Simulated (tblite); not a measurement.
Compound: C₅H₁₁BNP.
Numbering: `[CH2:1]=[CH:2][P+:3]([CH3:4])([CH3:5])[BH2-:6][C:7]#[N:8]` (hydrogens: H9, H10 on C1; H11 on C2; H12, H13, H14 on C4; H15, H16, H17 on C5; H18, H19 on B6)
Bond orders are those of one Lewis drawing.

Computed with GFN2-xTB (tblite), gas phase: L-BFGS steps from a force-field or distance-geometry start until the largest atomic force falls under 0.01 eV/Å.

Step 96: E = -623.7026 eV
```
atom  x, y, z in Å  |  force x, y, z in eV/Å
C1      1.9783   -1.2158   -0.7251   -0.007  -0.007  -0.026
C2      1.5022   -0.0255   -0.4011    0.029  -0.002   0.025
P3     -0.1649    0.1976    0.2686    0.012   0.017  -0.004
C4     -0.7334    1.6738   -0.6543   -0.021  -0.014  -0.016
C5      0.1765    0.8784    1.9431   -0.044  -0.021  -0.001
B6     -1.3403   -1.3260    0.1425    0.001   0.000  -0.019
C7     -1.3716   -1.5594   -1.3909    0.009   0.034   0.041
N8     -1.3829   -1.7036   -2.5313    0.009  -0.002  -0.015
H9      1.3809   -2.1034   -0.5974    0.011  -0.013  -0.037
H10     2.9641   -1.3459   -1.1424    0.003  -0.022   0.026
H11     2.0944    0.8736   -0.5301   -0.007   0.024  -0.007
H12    -1.6835    2.0083   -0.2384    0.025   0.004  -0.016
H13    -0.0029    2.4813   -0.6038   -0.023  -0.019   0.015
H14    -0.8886    1.3858   -1.6938   -0.008   0.004   0.016
H15     0.5651    0.0796    2.5712    0.032  -0.002   0.004
H16    -0.7557    1.2353    2.3784    0.008   0.011  -0.023
H17     0.8982    1.6925    1.8977   -0.015  -0.007   0.003
H18    -2.4012   -0.9851    0.5637   -0.016   0.013   0.021
H19    -0.8443   -2.2322    0.7361    0.003   0.003   0.014
```

Step 97: E = -623.7033 eV
```
atom  x, y, z in Å  |  force x, y, z in eV/Å
C1      1.9729   -1.2146   -0.7369   -0.003  -0.018  -0.022
C2      1.5030   -0.0264   -0.3970    0.025   0.002   0.013
P3     -0.1654    0.1988    0.2685    0.016   0.005   0.018
C4     -0.7299    1.6757   -0.6546   -0.025  -0.024  -0.018
C5      0.1745    0.8791    1.9432   -0.059  -0.017   0.014
B6     -1.3405   -1.3240    0.1464   -0.002   0.006  -0.019
C7     -1.3675   -1.5679   -1.3850   -0.002   0.036   0.048
N8     -1.3788   -1.7197   -2.5243    0.013  -0.005  -0.033
H9      1.3706   -2.1009   -0.6242    0.008  -0.009  -0.033
H10     2.9599   -1.3457   -1.1517    0.001  -0.015   0.023
H11     2.0994    0.8714   -0.5130    0.003   0.026  -0.003
H12    -1.6887    2.0003   -0.2505    0.033   0.012  -0.019
H13    -0.0048    2.4865   -0.5891   -0.027  -0.009   0.013
H14    -0.8675    1.3911   -1.6974   -0.014   0.008   0.010
H15     0.5684    0.0823    2.5710    0.038   0.004  -0.007
H16    -0.7588    1.2301    2.3829    0.023   0.011  -0.041
H17     0.8910    1.6979    1.8946   -0.015  -0.012   0.016
H18    -2.4025   -0.9797    0.5621   -0.016   0.010   0.022
H19    -0.8451   -2.2249    0.7476    0.003  -0.010   0.020
```

Question: Estimate the geometry and energy of step 98. (The exact step hangs on the optimiser's Hessian estimate; all steps are aligned on step 97, rigid shifts and turns removed.)

Answer: E = -623.7041 eV, largest force 0.055 eV/Å
```
atom  x, y, z in Å  |  force x, y, z in eV/Å
C1      1.9692   -1.2132   -0.7480    0.001  -0.019  -0.013
C2      1.5058   -0.0276   -0.3909    0.018  -0.001  -0.008
P3     -0.1649    0.1991    0.2685    0.019  -0.013   0.033
C4     -0.7265    1.6756   -0.6563   -0.021  -0.026  -0.012
C5      0.1725    0.8793    1.9431   -0.047  -0.006   0.026
B6     -1.3415   -1.3216    0.1503   -0.005   0.013  -0.006
C7     -1.3661   -1.5736   -1.3791   -0.018   0.028   0.018
N8     -1.3803   -1.7317   -2.5176    0.020  -0.003  -0.018
H9      1.3618   -2.0982   -0.6521    0.001  -0.003  -0.026
H10     2.9577   -1.3460   -1.1587    0.002  -0.005   0.018
H11     2.1063    0.8693   -0.4931    0.011   0.020   0.003
H12    -1.6946    1.9890   -0.2664    0.029   0.017  -0.017
H13    -0.0093    2.4914   -0.5732   -0.026  -0.002   0.003
H14    -0.8442    1.3942   -1.7021   -0.017   0.013   0.001
H15     0.5797    0.0868    2.5688    0.031   0.016  -0.019
H16    -0.7622    1.2196    2.3888    0.025   0.007  -0.048
H17     0.8787    1.7071    1.8900   -0.016  -0.019   0.028
H18    -2.4038   -0.9715    0.5622   -0.008   0.003   0.017
H19    -0.8480   -2.2185    0.7584    0.002  -0.018   0.021
```

The energy changes by -0.0008 eV. The first-order estimate −F·Δx gives -0.0010 eV and the mean of the old and new forces, exact on a quadratic surface, -0.0007 eV. The step makes an angle of 84° with the force vector and moves no atom by more than 0.029 Å.
